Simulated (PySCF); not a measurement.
Mayer bond orders and bond lengths

Species: C6H8O2.
SMILES with atom numbers: `[O:1]=[C:2]1[CH:3]=[CH:4][C@H:5]([OH:6])[CH2:7][CH2:8]1` (hydrogens: H9 on C3; H10 on C4; H11 on C5; H12 on O6; H13, H14 on C7; H15, H16 on C8)

Structure used (GFN2-xTB), in Å, numbered top down from 1:
```
atom  x, y, z in Å
O1     1.5441    2.3940   -0.9340
C2     0.9945    1.3993   -0.5171
C3     1.6503    0.0840   -0.5003
C4     1.0631   -1.0129   -0.0279
C5    -0.3259   -1.0158    0.5301
O6    -0.8812   -2.2951    0.3185
C7    -1.1414    0.1063   -0.1189
C8    -0.4105    1.4327    0.0531
H9     2.6543    0.0562   -0.8977
H10    1.5569   -1.9733   -0.0317
H11   -0.2522   -0.8210    1.6187
H12   -1.7899   -2.3031    0.6378
H13   -1.2609   -0.1206   -1.1808
H14   -2.1359    0.1628    0.3317
H15   -0.9605    2.2523   -0.4122
H16   -0.3127    1.6632    1.1193
```

Bond orders from the PBE0/pcSseg-1 density (PySCF). Isolated species at its GFN2-xTB geometry (one conformer only).

Q: How far do the computed orders between heavy atoms stray from the drawn ones?

A: The largest departure is 0.202, at C3–C4 (drawn double, 1.798).

Q: Set the Mayer orders of the bonds beside their lengths.

A: 
| bond | drawn as | length (Å) | Mayer order |
| --- | --- | --- | --- |
| O1–C2 | double | 1.210 | 1.957 |
| C2–C3 | single | 1.470 | 1.042 |
| C3–C4 | double | 1.331 | 1.798 |
| C4–C5 | single | 1.497 | 0.993 |
| C5–O6 | single | 1.411 | 0.961 |
| C5–C7 | single | 1.531 | 1.020 |
| C7–C8 | single | 1.524 | 1.023 |
| C8–C2 | single | 1.517 | 0.994 |
| C3–H9 | single | 1.080 | 0.955 |
| C4–H10 | single | 1.080 | 0.953 |
| C5–H11 | single | 1.108 | 0.916 |
| O6–H12 | single | 0.963 | 0.948 |
| C7–H13 | single | 1.092 | 0.938 |
| C7–H14 | single | 1.093 | 0.943 |
| C8–H15 | single | 1.091 | 0.936 |
| C8–H16 | single | 1.095 | 0.920 |

Bonds between the same two heavy elements. C–O: lowest C5–O6 (0.961, 1.411 Å), highest O1–C2 (1.957, 1.210 Å). C–C: lowest C4–C5 and C8–C2 (0.993, 1.497 Å), highest C3–C4 (1.798, 1.331 Å); in 4 of the 15 pairs the longer bond (by over 0.003 Å) has the higher order (by 0.02 or more). Bonds named together lie within 0.004.

Q: Sum the orders of all bonds at each heavy atom with more than one neighbour and set the sums beside the valence in the SMILES.

A: C2 3.993 (drawn 4), C3 3.795 (drawn 4), C4 3.744 (drawn 4), C5 3.890 (drawn 4), O6 1.909 (drawn 2), C7 3.924 (drawn 4), C8 3.873 (drawn 4). Orders between atoms that aren't bonded are not in these sums.

The Mayer order sums products of elements of PS (density times overlap matrix) between the two atoms' basis functions, so it depends on the basis set.
